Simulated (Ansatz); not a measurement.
Ansatz (a program for electronic structure) input (B3LYP-D3(BJ)/def2-TZVP):

Ansatz 0.2 input:
```yaml
crystal:
  periodic: [false, false, false]
  atoms:
    - {symbol: Si, position_ang: [-0.24911664, -0.34554293, 0.47556201]}
    - {symbol: H, position_ang: [-1.03104073, -1.22405466, -0.56426854]}
    - {symbol: F, position_ang: [0.50207486, 0.67351730, -0.67706661]}
basis:
  gaussian:
    orbitals: def2-TZVP
hamiltonian:
  xc: b3lyp
  dispersion: d3bj
total_charge: -1
magnetization: {spin_polarized: true, initial_magnetization: 1}
phonons: {temperatures: {t_min: 298.15, t_max: 298.15, t_step: 100}}
```

Output:

```
Functional definition: B3LYP
integrals: 0.01 GiB planned
461 factors; their error is unknown
mean field: 0.19 GiB planned
mean field evaluation 1: about -10604.1116 eV, gradient 5.0e1 eV
mean field evaluation 2: about -10595.0722 eV, gradient 8.1e1 eV
mean field evaluation 4: about -10613.2440 eV, gradient 6.2e-1 eV
mean field evaluation 8: about -10613.2818 eV, gradient 2.1e-2 eV
mean field evaluation 16: about -10613.2818 eV, gradient 5.2e-5 eV
mean field -10613.28181665 eV, -390.0309128211 hartree, gradient 5.2e-5 eV, S^2 0.756293; 0 other end points of the search recorded, 0 dependent functions left out
the calculation of the forces begins
reference -10613.28200805 eV, -390.0309198549 hartree; 13, 12 occupied and 61, 62 virtual orbitals, 461 factors
these checks for a lower state are left out or cut short: stability, starts, cluster_reference, orbital_swaps, neighbouring_geometries, increment
integrals: 0.01 GiB planned
461 factors; their error is unknown
mean field: 0.19 GiB planned
mean field -10613.28176792 eV, -390.0309110301 hartree, gradient 2.3e-6 eV, S^2 0.756293; 0 other end points of the search recorded, 0 dependent functions left out
the calculation of the forces begins
reference -10613.28195943 eV, -390.0309180681 hartree; 13, 12 occupied and 61, 62 virtual orbitals, 461 factors
these checks for a lower state are left out or cut short: stability, starts, cluster_reference, orbital_swaps, neighbouring_geometries, increment
integrals: 0.01 GiB planned
461 factors; their error is unknown
mean field: 0.19 GiB planned
mean field -10613.28177242 eV, -390.0309111957 hartree, gradient 2.4e-6 eV, S^2 0.756292; 0 other end points of the search recorded, 0 dependent functions left out
the calculation of the forces begins
reference -10613.28196370 eV, -390.0309182252 hartree; 13, 12 occupied and 61, 62 virtual orbitals, 461 factors
these checks for a lower state are left out or cut short: stability, starts, cluster_reference, orbital_swaps, neighbouring_geometries, increment
integrals: 0.01 GiB planned
461 factors; their error is unknown
mean field: 0.19 GiB planned
mean field evaluation 32: about -10613.2818 eV, gradient 6.8e-2 eV
mean field -10613.28178933 eV, -390.0309118171 hartree, gradient 1.3e-6 eV, S^2 0.756289; 0 other end points of the search recorded, 0 dependent functions left out
the calculation of the forces begins
reference -10613.28198071 eV, -390.0309188502 hartree; 13, 12 occupied and 61, 62 virtual orbitals, 461 factors
these checks for a lower state are left out or cut short: stability, starts, cluster_reference, orbital_swaps, neighbouring_geometries, increment
integrals: 0.01 GiB planned
461 factors; their error is unknown
mean field: 0.19 GiB planned
mean field -10613.28179174 eV, -390.0309119056 hartree, gradient 1.2e-6 eV, S^2 0.756297; 0 other end points of the search recorded, 0 dependent functions left out
the calculation of the forces begins
reference -10613.28198315 eV, -390.0309189400 hartree; 13, 12 occupied and 61, 62 virtual orbitals, 461 factors
these checks for a lower state are left out or cut short: stability, starts, cluster_reference, orbital_swaps, neighbouring_geometries, increment
integrals: 0.01 GiB planned
461 factors; their error is unknown
mean field: 0.19 GiB planned
mean field -10613.28179173 eV, -390.0309119054 hartree, gradient 1.4e-6 eV, S^2 0.756291; 0 other end points of the search recorded, 0 dependent functions left out
the calculation of the forces begins
reference -10613.28198306 eV, -390.0309189366 hartree; 13, 12 occupied and 61, 62 virtual orbitals, 461 factors
these checks for a lower state are left out or cut short: stability, starts, cluster_reference, orbital_swaps, neighbouring_geometries, increment
integrals: 0.01 GiB planned
461 factors; their error is unknown
mean field: 0.19 GiB planned
mean field -10613.28179768 eV, -390.0309121239 hartree, gradient 1.8e-6 eV, S^2 0.756295; 0 other end points of the search recorded, 0 dependent functions left out
the calculation of the forces begins
reference -10613.28198915 eV, -390.0309191603 hartree; 13, 12 occupied and 61, 62 virtual orbitals, 461 factors
these checks for a lower state are left out or cut short: stability, starts, cluster_reference, orbital_swaps, neighbouring_geometries, increment
integrals: 0.01 GiB planned
461 factors; their error is unknown
mean field: 0.19 GiB planned
mean field evaluation 64: about -10613.2818 eV, gradient 2.7e-6 eV
mean field -10613.28180859 eV, -390.0309125249 hartree, gradient 1.2e-6 eV, S^2 0.756295; 0 other end points of the search recorded, 0 dependent functions left out
the calculation of the forces begins
reference -10613.28199996 eV, -390.0309195577 hartree; 13, 12 occupied and 61, 62 virtual orbitals, 461 factors
these checks for a lower state are left out or cut short: stability, starts, cluster_reference, orbital_swaps, neighbouring_geometries, increment
integrals: 0.01 GiB planned
461 factors; their error is unknown
mean field: 0.19 GiB planned
mean field -10613.28180567 eV, -390.0309124177 hartree, gradient 2.4e-6 eV, S^2 0.756291; 0 other end points of the search recorded, 0 dependent functions left out
the calculation of the forces begins
reference -10613.28199710 eV, -390.0309194524 hartree; 13, 12 occupied and 61, 62 virtual orbitals, 461 factors
these checks for a lower state are left out or cut short: stability, starts, cluster_reference, orbital_swaps, neighbouring_geometries, increment
integrals: 0.01 GiB planned
461 factors; their error is unknown
mean field: 0.19 GiB planned
mean field -10613.28178764 eV, -390.0309117551 hartree, gradient 1.7e-6 eV, S^2 0.756294; 0 other end points of the search recorded, 0 dependent functions left out
the calculation of the forces begins
reference -10613.28197900 eV, -390.0309187872 hartree; 13, 12 occupied and 61, 62 virtual orbitals, 461 factors
these checks for a lower state are left out or cut short: stability, starts, cluster_reference, orbital_swaps, neighbouring_geometries, increment
integrals: 0.01 GiB planned
461 factors; their error is unknown
mean field: 0.19 GiB planned
mean field -10613.28177717 eV, -390.0309113703 hartree, gradient 1.7e-6 eV, S^2 0.756291; 0 other end points of the search recorded, 0 dependent functions left out
the calculation of the forces begins
reference -10613.28196861 eV, -390.0309184056 hartree; 13, 12 occupied and 61, 62 virtual orbitals, 461 factors
these checks for a lower state are left out or cut short: stability, starts, cluster_reference, orbital_swaps, neighbouring_geometries, increment
integrals: 0.01 GiB planned
461 factors; their error is unknown
mean field: 0.19 GiB planned
mean field -10613.28180330 eV, -390.0309123305 hartree, gradient 1.5e-6 eV, S^2 0.756295; 0 other end points of the search recorded, 0 dependent functions left out
the calculation of the forces begins
reference -10613.28199474 eV, -390.0309193658 hartree; 13, 12 occupied and 61, 62 virtual orbitals, 461 factors
these checks for a lower state are left out or cut short: stability, starts, cluster_reference, orbital_swaps, neighbouring_geometries, increment
integrals: 0.01 GiB planned
461 factors; their error is unknown
mean field: 0.19 GiB planned
mean field evaluation 96: about -10613.2818 eV, gradient 2.9e-5 eV
mean field -10613.28180382 eV, -390.0309123496 hartree, gradient 1.4e-6 eV, S^2 0.756291; 0 other end points of the search recorded, 0 dependent functions left out
the calculation of the forces begins
reference -10613.28199518 eV, -390.0309193818 hartree; 13, 12 occupied and 61, 62 virtual orbitals, 461 factors
Total energy: -10613.33018309 eV, -390.0326902549 hartree
Atom 0 at    -0.249117    -0.345543     0.475562 Å, force     0.001065     0.001231     0.001001 eV/Å
Atom 1 at    -1.031041    -1.224055    -0.564269 Å, force    -0.001079    -0.001231    -0.001211 eV/Å
Atom 2 at     0.502075     0.673517    -0.677067 Å, force     0.000014     0.000000     0.000210 eV/Å
Dipole moment:     0.145485     0.196128    -0.208040 e Å
Vibrations: 643.77 793.80 1754.11 cm⁻¹, zero-point energy 0.197858 eV
```
